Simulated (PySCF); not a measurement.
Pr(SH)3 at several levels of theory

Computed with PySCF 2.14.0 (density fitting, no spin-orbit coupling) at the geometry relaxed with PBE0:

```xyz
7
Pr(SH)3 (singlet in the valence; each metal's 4f electrons, 2 of them, lie in its core potential, out of spins and levels)
Pr    0.0000    0.0000    0.8657
S     2.6390   -0.3950    0.9914
H     2.9658    0.9190    0.9999
S    -0.9774    2.4829    0.9914
H    -2.2788    2.1090    0.9999
S    -1.6616   -2.0879    0.9914
H    -0.6871   -3.0279    0.9999
```

```json
{"level": "PBE0", "basis": "Pr lcecp-1-SVP with ECP48, S def2-SVP, H def2-SVP", "state": "singlet", "HOMO (eV)": "-7.26", "gap (eV)": "4.85", "charge on Pr1 (e)": "0.88", "population of f-type functions on Pr1 (polarisation alone where 4f lies in the core)": "0.05", "dipole about the centre of mass (D)": "0.77", "largest force component (eV/Å)": "0.02"}
{"level": "PBE0", "basis": "Pr lcecp-1-TZVP with ECP48, S def2-TZVP, H def2-TZVP", "state": "singlet", "HOMO (eV)": "-7.34", "gap (eV)": "4.92", "charge on Pr1 (e)": "1.28", "population of f-type functions on Pr1 (polarisation alone where 4f lies in the core)": "0.06", "dipole about the centre of mass (D)": "0.78", "largest force component (eV/Å)": "0.20"}
```

In the lcecp rows the 4f levels are missing from HOMO and gap, and the state counts the valence alone.

Charges are Mulliken's, which hang on the basis. The relaxation used the grid (50, 194), these runs (75, 302) or, all-electron (x2c bases, spin-free X2C Hamiltonian), (99, 590).

A further run in the first row's basis gives HOMO (eV) -6.25, gap (eV) 4.03, charge on Pr1 (e) 1.10, population of f-type functions on Pr1 (polarisation alone where 4f lies in the core) 0.04, dipole about the centre of mass (D) 0.80, largest force component (eV/Å) 0.23. Which level was it?
A. wB97X
B. M06-L

B. The others give HOMO -9.58 eV (wB97X).

In the first row's basis the gap widens with exact exchange: 4.0 eV for M06-L (none); 4.8 eV for PBE0 (a fixed share); 8.8 eV for wB97X (rising or full at long range).

An lcecp potential fixes the number of 4f electrons, so in runs with it no electron can move into or out of that shell.
